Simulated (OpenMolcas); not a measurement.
## Nb3+: moving the ligands

Nb3+ with 4 ligands (chloride) in tetrahedral coordination (Td) at 2.35 Å. A charge of +0.25 e stands 2.4 Å behind each ligand. Ligand basis ANO-RCC-VDZP.

```json
{
 "Program": "OpenMolcas 26.06",
 "Method": "SS-CASPT2, IPEA 0.25 Eh, imaginary shift 0.1 Eh (closed shells correlated: 4s 4p and the ligand valence shells)",
 "Basis": "ANO-RCC-VTZP [7s6p4d2f1g]",
 "Scalar Hamiltonian": "DKH2, point nucleus",
 "Active space": "2 electrons in 5 orbitals (4d)",
 "State averaging": "2S+1 = 3 even, 10 roots; 2S+1 = 1 even, 15 roots",
 "Spin-orbit coupling": "RASSI with atomic mean-field integrals over the reference wave functions"
}
```

Runs around this geometry, states (labels of Td). Energies in cm-1 above the lowest state or level, χT in cm3 K/mol.

| R (Å) | Ground state | First state of that spin | First gap with spin-orbit (degeneracies) | χT at 300 K | First state of another spin |
| --- | --- | --- | --- | --- | --- |
| 2.21 | 3A2 | 3T2 8860 | 5640 (3, 2) | 0.890 | 1E 5740 |
| 2.35 | 3A2 | 3T2 7710 | 5980 (3, 2) | 0.850 | 1E 6210 |
| 2.42 | 3A2 | 3T2 6880 | 5920 (3, 2) | 0.822 | 1E 6380 |

Taking the first state of the same spin as R^-n, n = -ln(6880 / 8860) / ln(2.42 / 2.21) = 2.8 between the shortest and longest distance.

Roots that are degenerate in the reference are averaged as groups; the widest CASPT2 spread within a group is 520 cm-1 (the 3-fold group of multiplicity 3 near 16500 cm-1 above the lowest state of its run, R = 2.42). Shifts and gaps below about the spread of the groups concerned are not significant. Over all roots computed the reference weight is 0.71 to 0.73 in R = 2.21, 0.71 to 0.73 in R = 2.35, 0.71 to 0.73 in R = 2.42; a low but even weight reflects the number of correlated electrons. Ligand-to-metal charge-transfer states are missing. These CASPT2 states fit no ligand-field parameters well, so their order and spin gaps are uncertain. With no ligand orbital active B as a rule stays too high, so bands that hang on it stand too high and its fall with covalency is understated. With one d shell and no ligand orbital active, 10Dq can be off by a tenth or more. The least metal-like active orbital is 68 % on the metal (Löwdin) and no ligand orbital is active, so the numbers are rough (holds for R = 2.21). The least metal-like active orbital is 76 % on the metal (Löwdin) and no ligand orbital is active, so the numbers are rough (holds for R = 2.35). The least metal-like active orbital is 79 % on the metal (Löwdin) and no ligand orbital is active, so the numbers are rough (holds for R = 2.42). No measured value stands beside these numbers; the geometry was imposed, not optimised, and the real ion may take another.
